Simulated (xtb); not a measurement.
C$_{3}$F$_{5}$O (SMILES O=C([C](F)F)C(F)(F)F), doublet, geometry from GFN2-xTB. Base run: GFN2-xTB run with xtb 6.7.1.

Geometry (Å):
```xyz
9

O      0.4782     0.7870     1.7218
C      0.3167     0.2940     0.6202
C      1.3612    -0.0256    -0.2865
F      2.6225     0.1804    -0.0260
F      1.1823    -0.5549    -1.4683
C     -1.1035    -0.0478     0.0752
F     -2.0437     0.2661     0.9513
F     -1.3566     0.6160    -1.0603
F     -1.2125    -1.3542    -0.1998
```
Charge 0, spin multiplicity 2.
All else is at xtb's defaults.
Base energy -34.05699 Eh.

The base run was repeated with changes; each row names its change, and settings that it needs were set with it.

| change | ΔE vs base (mEh) | dipole (D) | SCF cycles |
|---|---|---|---|
| base | 0.000 | 2.14 | 11 |
| etemp = 3000 | -2.657 | 1.76 | 11 |
| file = coord | 0.000 | 2.14 | 11 |
| etemp = 1000 | -0.032 | 2.12 | 11 |
| acc = 0.0001 | 0.000 | 2.14 | 17 |
